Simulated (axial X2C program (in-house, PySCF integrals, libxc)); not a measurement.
## Low determinants of TiI⁺ at the PBE0 level, two-component

All values were computed with an axial X2C code built on PySCF integrals. Two-component (2c) means X2C with spin–orbit coupling and atomic mean-field two-electron Coulomb and Gaunt terms. Basis: I dyall-cv3z [11s12p8d4f1g], Ti dyall-cv3z [10s10p6d4f2g] (cores contracted in-house); Gaussian nuclei, density fitting, unrestricted open shells. Masses: I 126.904 u, Ti 47.948 u.

Search at 2.498 Å (vertical energies from the lowest determinant):

```tsv
ΔE (eV)	state	electrons beyond evenly filled partner blocks	electrons in ±ω = 1/2, 3/2, 5/2, 7/2
0.00	Ω = 1	ω = -1/2, ω = 3/2	49 21 4 0
0.02	Ω = 3	ω = 1/2, ω = 5/2	49 20 5 0
0.17	Ω = 2	ω = 1/2, ω = 3/2	49 21 4 0
0.30	Ω = 4	ω = 3/2, ω = 5/2	48 21 5 0
0.31	Ω = 1	ω = -3/2, ω = 5/2	48 21 5 0
0.32	Ω = 2	ω = -1/2, ω = 5/2	49 20 5 0
1.16	Ω = 0	none	48 22 4 0
```

Lowest determinant, Ω = 1 (⟨Sz⟩ = -1.00, ⟨Lz⟩ = 2.00 at PBE0): Re = 2.489 Å, ωe = 309.7 cm⁻¹.

The determinant in row 2 of the search, Ω = 3 (⟨Sz⟩ = 1.00, ⟨Lz⟩ = 2.00 at PBE0), was followed along the bond at PBE0; measured from the minimum of the lowest determinant it gives:

Te = 0.022 eV (173 cm⁻¹), Re = 2.489 Å, ωe = 309.3 cm⁻¹.

Compare the bond of the determinant in row 2 with that of the lowest one.

At PBE0 its Re is the same within 0.001 Å and its force constant, which goes as ωe², is 1.00 times that of the lowest determinant. T0 ≈ Te + Δωe/2 = 173 + (0) = 173 cm⁻¹.

The search compares states at one distance, so a state with another bond length can lie lower; it is not exhaustive and yields mostly the lowest determinant of each block pattern, so other components and higher states of one pattern are missing. These are energies of single determinants, not of spin-adapted states; PBE0 term energies can be off by some tenths of an eV, and the functional has no current term. Open-shell Ω = 0 determinants with evenly filled partner blocks cannot be reached by this program, so the Ω shown need not be the lowest component. The lowest determinant need not be the ground state where others lie within half an eV.
